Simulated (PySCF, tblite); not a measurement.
Isomers of C5H9F2NSi2, one GFN2-xTB conformer each. Single-point energies are computed at PBE0/pcSseg-1 (PySCF, gas phase, no added dispersion term), electronic only.

**Question.** Rank them by PBE0/pcSseg-1 energy, lowest first (kJ/mol).
A. `[F:1][CH:2]([F:3])[C:4]1=[CH:5][Si@H:6]([NH:7][SiH3:8])[CH:9]=[CH:10]1` with F1–C2–C4–C5 0°, C5–Si6–N7–Si8 175°
B. `[N:1]#[C:2][CH2:3][Si@@:4]1([F:5])[CH2:6][C@H:7]([F:8])[CH2:9][SiH2:10]1` with C2–C3–Si4–F5 -173°, C3–Si4–C6–C7 147°, Si4–C6–C7–F8 70°, C6–C7–C9–Si10 56°, C7–C9–Si10–Si4 -32°

**Answer.** B (0.0), A (161.1).

As drawn, the lower has a C≡N group, an Si–F bond and an Si–Si bond, which the higher lacks; the higher has an N–H bond, two fluorines on one carbon and a C=C bond outside aromatic rings, which the lower lacks. GFN2-xTB itself gives, in the same order: 0.0, 62.6. Both levels put the same isomer lowest.

**Question.** Which frontier levels, dipoles and rotational constants go with these structures?

**Answer.** 
```tsv
SMILES	HOMO (eV, PBE0/pcSseg-1)	LUMO (eV)	dipole (D)	A, B, C (MHz)
N#CC[Si@@]1(F)C[C@H](F)C[SiH2]1	-8.21	-0.77	0.71	1297, 742.7, 652.7
FC(F)C1=C[Si@H](N[SiH3])C=C1	-7.01	-1.94	2.73	2842, 394.7, 363.8
```

**Question.** What happens when harmonic zero-point energies from GFN2-xTB frequencies are added?

**Answer.** 
```tsv
SMILES	ZPE (kJ/mol)	electronic (kJ/mol)	with ZPE (kJ/mol)
N#CC[Si@@]1(F)C[C@H](F)C[SiH2]1	340.2	0.0	0.0
FC(F)C1=C[Si@H](N[SiH3])C=C1	324.0	161.1	144.8
```

The zero-point energies span 16.2 kJ/mol. The order is unchanged.
